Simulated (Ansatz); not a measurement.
Gas-phase electronic energies from Ansatz, PBE0-D4/def2-TZVP geometries. CBS: MP2 limit from def2 TZ/QZ plus the TZ coupled-cluster correction, frozen cores. This one scheme is used for every species. One conformer a species, not always the lowest.

`[OH][Al]([Cl])[O][SiH3]` + CH₃OH → `C[O][Al]([OH])[Cl]` + `O[SiH3]`  (ligand exchange at the Al–O bond)

| species | HF/CBS(def2) energy (Eh) |
| --- | --- |
| `[OH][Al]([Cl])[O][SiH3]` | -1142.80369 |
| CH₃OH | -115.10180 |
| `C[O][Al]([OH])[Cl]` | -891.66722 |
| `O[SiH3]` | -366.22576 |

Problem. Work out ΔE.

Solution. ΔE = (-891.66722) + (-366.22576) − (-1142.80369) − (-115.10180) = 0.01251 Eh = +32.8 kJ/mol. CCSD(T)/CBS gives +26.6 kJ/mol.

Largest T1 diagnostic among the species: 0.011.

At CCSD(T), def2-SVP lies +3.8 kJ/mol from the extrapolated value and def2-TZVPP −0.1 kJ/mol. In def2-TZVPP, CCSD(T) changes the Hartree–Fock value by −5.4 kJ/mol (the triples alone add −1.1 kJ/mol) and MP2 by −6.8 kJ/mol. From PBE to PBE0 (25 % exact exchange), in def2-TZVPP and without D4, ΔE moves by +3.3 kJ/mol.
